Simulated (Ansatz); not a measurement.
CH6AlGa. The species carries charge 0 and has multiplicity 1. The bonds changed during the relaxation, so this is another structure than the one it started from. The geometry is a stationary point of PBE0-D4/def2-TZVP.

```xyz
9

C    -0.210   -0.380   -1.506
Ga    0.388    0.701    2.779
Al    0.051    0.092    0.365
H     0.743   -0.408   -2.041
H    -0.677   -1.364   -1.602
H    -0.854    0.346   -2.009
H     0.952   -0.758    1.507
H    -1.143    0.268    1.541
H     0.751    1.502    0.965
```

Question: What is the dipole moment at ωB97M-V/def2-TZVPP? (Estimate.)

Answer: Computed: 0.59 D, with components (-0.08, -0.14, -0.57) D in this frame, pointing from negative to positive charge.

Question: And with PBE, r2SCAN, B3LYP? (An estimate is asked.)

Answer: Computed: PBE 0.59 D, r2SCAN 0.79 D, B3LYP 0.47 D.

Question: Give the Mulliken charges with ωB97M-V, PBE, r2SCAN in def2-TZVPP. (An estimate is asked.)

Answer: The calculation gave: 
```
atom  ωB97M-V    PBE  r2SCAN
  C1    -0.50  -0.43   -0.38
 Ga2     0.22   0.20    0.21
 Al3     0.36   0.26    0.44
  H4     0.11   0.10    0.07
  H5     0.11   0.10    0.07
  H6     0.11   0.10    0.07
  H7    -0.14  -0.11   -0.16
  H8    -0.14  -0.11   -0.16
  H9    -0.14  -0.11   -0.16
```

B3LYP here is the variant with VWN-RPA as its local correlation; programs differ in this.
